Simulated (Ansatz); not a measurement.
A nudged elastic band was laid between two geometries of AlCl$_{2}$H$_{4}$N (8 atoms, charge 0, multiplicity 1).

Level of theory: Ansatz 0.2.0, RHF/6-31G*.

```json
{
  "movable images": "7",
  "climbing image": "yes",
  "spring": "5.0 eV/Å²",
  "optimiser": "quadratic models (default)",
  "start path": "through a guess of the saddle point",
  "force threshold": "0.05 eV/Å",
  "iteration limit": "60",
  "end points": "relaxed"
}
```

First end point:

```xyz
8
Properties=species:S:1:pos:R:3
Al 0.009 -0.058 0.196
H -0.112 0.832 1.488
Cl 1.877 -0.009 -0.855
Cl -1.728 -0.213 -1.051
N 0.073 -1.972 0.946
H -0.606 -2.559 0.489
H 0.980 -2.385 0.808
H -0.126 -1.982 1.932
```

Last end point:

```xyz
8
Properties=species:S:1:pos:R:3
Al 0.117 -0.838 -0.694
H -0.252 0.545 3.030
Cl 1.879 0.235 -1.047
Cl -1.703 -0.096 -1.416
N 0.165 -2.345 0.195
H -0.633 -2.911 0.394
H 0.996 -2.760 0.562
H -0.202 -0.176 2.928
```

(1) What changes between the two ends?

(2) Give the energies along the band, and the barrier.

(3) What is the geometry of the highest image?

Answers

(1) Bonds broken: Al1–H2, N5–H8. Bonds formed: H2–H8. AlCl2H4N becomes AlCl2H2N + H2.

(2) The run converged. The highest image is number 3 of 0 to 8, 2.39 eV above the first end and 1.37 eV above the last; the last end lies 1.02 eV above the first. Neighbouring images differ by up to 1.6 eV, so the band resolves the path poorly. A vibrational analysis at the climbing image gives one clearly imaginary mode, 1833i cm⁻¹: a first-order saddle point. The orbitals stay closed-shell, which can raise the energy where a bond breaks towards radicals; this wasn't checked here.

```
image  path coordinate (Å)  energy (eV)  Al1–H2 (Å)  N5–H8 (Å)  H2–H8 (Å)
    0                 0.00         0.00        1.57       1.01       2.85
    1                 0.55         0.14        1.58       1.00       2.29
    2                 1.11         0.79        1.62       1.03       1.64
    3                 1.66         2.39        1.79       1.41       0.99
    4                 2.25         1.49        2.17       2.05       0.74
    5                 2.85         1.13        2.68       2.60       0.73
    6                 3.44         1.04        3.14       3.08       0.73
    7                 4.03         1.02        3.58       3.58       0.73
    8                 4.63         1.02        3.99       3.51       0.73
```

(3) 
```xyz
8
Properties=species:S:1:pos:R:3
Al 0.032 -0.420 -0.063
H -0.153 0.047 1.656
Cl 1.871 0.321 -0.761
Cl -1.760 -0.006 -1.080
N 0.112 -2.068 0.824
H -0.651 -2.719 0.797
H 0.980 -2.562 0.921
H -0.062 -0.939 1.659
```

Run time: 2.6 min on 1 thread of Arm Neoverse V1, on a shared host, peak memory 0.16 GiB.
